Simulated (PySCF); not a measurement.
PBE0-D3(BJ)/def2-TZVP geometry optimisation, gas phase with PySCF 2.14 and geomeTRIC: Ti(CH3)2, charge 0, multiplicity 3. Start (model start, shaken):

```
9

Ti    0.0000    0.0045   -0.0041
C    -0.0134   -0.0068    2.0651
H     1.0346    0.0201    2.4488
H    -0.5261    0.9025    2.4616
H    -0.5152   -0.9091    2.4558
C     0.0104   -0.0202   -2.0869
H    -1.0622   -0.0193   -2.4838
H     0.5133    0.8762   -2.4522
H     0.5192   -0.8980   -2.4940
```

```csv
step,E − E(start) / kcal mol⁻¹,largest force / Eh bohr⁻¹
0,0.00,0.02562
1,-4.26,0.00317
2,-4.43,0.00410
3,-5.03,0.00831
4,2.34,0.03944
5,-5.16,0.02098
6,-6.32,0.01177
7,-7.87,0.00980
8,-12.55,0.00653
9,-15.32,0.00437
10,-15.57,0.00325
11,-15.69,0.00200
12,-15.97,0.00375
13,-16.07,0.00320
14,-16.17,0.00137
15,-16.22,0.00102
16,-16.29,0.00202
17,-16.39,0.00301
18,-16.50,0.00291
19,-16.61,0.00189
20,-16.71,0.00171
21,-16.79,0.00242
22,-16.86,0.00223
23,-16.89,0.00117
24,-16.90,0.00034
```

The optimisation met its thresholds. End point:

```
9

Ti   -0.0084    1.0250   -0.0153
C     0.0574    0.0095    1.8185
H     0.9660    0.2863    2.3717
H    -0.8082    0.2897    2.4356
H     0.0498   -1.0789    1.7043
C    -0.0666   -0.0108   -1.8388
H    -0.9715    0.2633   -2.3988
H     0.8023    0.2634   -2.4540
H    -0.0602   -1.0977   -1.7127
```

Metal–donor distances, start → end: C2 2.069 → 2.097 Å, C6 2.083 → 2.098 Å.

No frequencies were computed, so the end point may be a saddle point.

The job took 5.1 min on one thread of Arm Neoverse V2 (shared host), with 143 basis functions and a peak of 0.51 GiB, launched as `OMP_NUM_THREADS=1 python lf_run.py task.json out`.
